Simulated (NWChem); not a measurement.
Species: C2H7FSi; SMILES [SiH3][C@@H](C)F

```xyz
11

C      1.1555    -1.2883     0.1297
C     -0.0348    -0.5030    -0.3970
F     -1.2216    -1.0293     0.1532
Si    -0.0164     1.3679     0.0374
H      1.2500    -1.1840     1.2296
H      1.0423    -2.3667    -0.1050
H      2.0968    -0.9308    -0.3351
H     -0.1028    -0.6214    -1.5043
H     -1.2649     2.0182    -0.4868
H      0.0425     1.5204     1.5321
H      1.1880     2.0314    -0.5790
```
Atoms are numbered in this order, from 1.

Level: PBE-D3(BJ)/def2-SVP (NWChem), optimised geometry, unscaled harmonic frequencies. 

### Question
List the harmonic frequencies with IR intensities, and the thermochemistry.

### Answer
```json
[
 {"frequency (cm⁻¹)": "151", "IR intensity (km/mol)": "0.3"},
 {"frequency (cm⁻¹)": "201", "IR intensity (km/mol)": "1.8"},
 {"frequency (cm⁻¹)": "230", "IR intensity (km/mol)": "0.2"},
 {"frequency (cm⁻¹)": "276", "IR intensity (km/mol)": "3.8"},
 {"frequency (cm⁻¹)": "385", "IR intensity (km/mol)": "6.7"},
 {"frequency (cm⁻¹)": "551", "IR intensity (km/mol)": "13.2"},
 {"frequency (cm⁻¹)": "605", "IR intensity (km/mol)": "26.9"},
 {"frequency (cm⁻¹)": "693", "IR intensity (km/mol)": "21.9"},
 {"frequency (cm⁻¹)": "868", "IR intensity (km/mol)": "89.7"},
 {"frequency (cm⁻¹)": "883", "IR intensity (km/mol)": "114.7"},
 {"frequency (cm⁻¹)": "907", "IR intensity (km/mol)": "33.4"},
 {"frequency (cm⁻¹)": "910", "IR intensity (km/mol)": "32.7"},
 {"frequency (cm⁻¹)": "968", "IR intensity (km/mol)": "10.2"},
 {"frequency (cm⁻¹)": "1054", "IR intensity (km/mol)": "47.9"},
 {"frequency (cm⁻¹)": "1100", "IR intensity (km/mol)": "7.6"},
 {"frequency (cm⁻¹)": "1226", "IR intensity (km/mol)": "10.5"},
 {"frequency (cm⁻¹)": "1290", "IR intensity (km/mol)": "2.3"},
 {"frequency (cm⁻¹)": "1337", "IR intensity (km/mol)": "10.0"},
 {"frequency (cm⁻¹)": "1399", "IR intensity (km/mol)": "5.1"},
 {"frequency (cm⁻¹)": "1425", "IR intensity (km/mol)": "4.3"},
 {"frequency (cm⁻¹)": "2156", "IR intensity (km/mol)": "69.2"},
 {"frequency (cm⁻¹)": "2176", "IR intensity (km/mol)": "81.5"},
 {"frequency (cm⁻¹)": "2186", "IR intensity (km/mol)": "99.7"},
 {"frequency (cm⁻¹)": "2946", "IR intensity (km/mol)": "24.3"},
 {"frequency (cm⁻¹)": "2971", "IR intensity (km/mol)": "12.9"},
 {"frequency (cm⁻¹)": "3062", "IR intensity (km/mol)": "11.7"},
 {"frequency (cm⁻¹)": "3070", "IR intensity (km/mol)": "10.3"}
]
```

```
Quantity                                                                            Value
-----------------------------------------------------------------------  ----------------
zero-point energy                                                           50.1 kcal/mol
thermal correction to the enthalpy at 298.15 K (with zero-point energy)     54.5 kcal/mol
heat capacity Cv                                                         21.5 cal/(mol K)
entropy at 298.15 K and 1 atm (symmetry number 1)                        76.0 cal/(mol K)
dipole moment                                                                      1.54 D
```

Rigid rotor and harmonic oscillator.
